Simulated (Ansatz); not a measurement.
Reaction (substitution at a C–C bond): `ClCC1=C[SiH2]1` + H–F → `FC1=C[SiH2]1` + `CCl`

Isolated molecules relaxed with PBE0-D4/def2-TZVP in Ansatz; ΔE leaves out vibrations. CBS: MP2 limit from def2 TZ/QZ plus the TZ coupled-cluster correction, frozen cores. This one scheme is used for every species. Functionals use def2-TZVPP. One conformer a species, not always the lowest.

`ClCC1=C[SiH2]1`:

Cartesian coordinates in Å:
```
Cl -1.993 -1.806 0.177
C -1.514 -0.149 -0.287
C -0.090 0.104 -0.004
C 0.636 1.085 0.528
Si 1.674 -0.297 -0.006
H -1.711 -0.058 -1.357
H -2.167 0.536 0.255
H 0.426 2.056 0.962
H 2.493 -0.221 -1.241
H 2.245 -1.251 0.973
```

H–F:

Cartesian coordinates in Å:
```
F 0.268 -0.372 -0.038
H -0.268 0.372 0.038
```

`FC1=C[SiH2]1`:

```xyz
7

F     0.644   -0.658   -2.083
C     0.228   -0.282   -0.888
C    -0.953   -0.127   -0.312
Si    0.436    0.273    0.807
H    -2.000   -0.235   -0.561
H     0.791    1.674    1.143
H     0.853   -0.646    1.894
```

`CCl`:

Cartesian coordinates in Å:
```
C 0.054 0.112 0.077
Cl -0.599 -1.249 -0.853
H 1.105 0.233 -0.176
H -0.057 -0.106 1.136
H -0.502 1.010 -0.184
```

```
          level  ΔE (kJ/mol)
        PBE0-D4         51.7
          BHLYP         42.4
      CAM-B3LYP         38.7
CCSD/def2-TZVPP         57.5
```

Problem. What does CCSD(T)/CBS give? (Estimate.)

Solution. Computed: +64.0 kJ/mol. The listed levels differ from it by -12.3, -21.6, -25.3, -6.5 kJ/mol.

Largest T1 diagnostic among the species: 0.014.

In def2-TZVPP, CCSD(T) changes the Hartree–Fock value by +19.0 kJ/mol (the triples alone add +1.7 kJ/mol) and MP2 by +31.0 kJ/mol. The D4 term adds +10.9 kJ/mol with B3LYP and +6.2 kJ/mol with PBE0; it sums over pairs of atoms, weighted by their polarisabilities, and B3LYP, whose exchange is more repulsive, gets the larger term. Leaving LDA and LC-ωPBE aside and taking each functional with its dispersion term where it has one, the values, not all of them listed here, spread over 17.3 kJ/mol, from B97M-V to PBE-QIDH. LDA lies +6.9 kJ/mol from PBE without D4.

B3LYP here is the variant with VWN-RPA as its local correlation; programs differ in this.
